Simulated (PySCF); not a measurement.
CI: one state, many levels of theory

State: ²Π (doublet), unpaired electrons π ↑. Set-up: C def2-SVPD, I def2-SVPD with ECP28; scalar-relativistic core potentials (PySCF 2.14). De refers to C + I in their high-spin ground configurations, without counterpoise correction. The functionals are run spin-unrestricted. A positive dipole means C(−)I(+). Levels whose curve was spin-contaminated or gave no clean fit are not listed.

```json
{"Level": "UHF", "Re (Å)": "2.070", "ωe (cm⁻¹)": "606", "De (eV)": "0.91", "μ (D)": "1.07"}
{"Level": "PBE", "Re (Å)": "2.051", "ωe (cm⁻¹)": "622", "De (eV)": "3.49", "μ (D)": "1.89"}
{"Level": "r²SCAN", "Re (Å)": "2.048", "ωe (cm⁻¹)": "627", "De (eV)": "3.08", "μ (D)": "1.78"}
{"Level": "r²SCANh", "Re (Å)": "2.043", "ωe (cm⁻¹)": "634", "De (eV)": "2.93", "μ (D)": "1.74"}
{"Level": "PBE0", "Re (Å)": "2.035", "ωe (cm⁻¹)": "644", "De (eV)": "3.03", "μ (D)": "1.77"}
{"Level": "MN15", "Re (Å)": "2.029", "ωe (cm⁻¹)": "638", "De (eV)": "2.83", "μ (D)": "1.85"}
{"Level": "BHandHLYP", "Re (Å)": "2.042", "ωe (cm⁻¹)": "634", "De (eV)": "2.42", "μ (D)": "1.56"}
```

The bond length runs from 2.029 Å (MN15) to 2.070 Å (UHF). De spans 0.91 eV (UHF, mean field) to 3.49 eV (PBE, GGA).

These are scalar-relativistic numbers at best; spin–orbit coupling would shift them, the dissociation energy most. The state was picked by a PBE0 search and need not be the measured ground state.
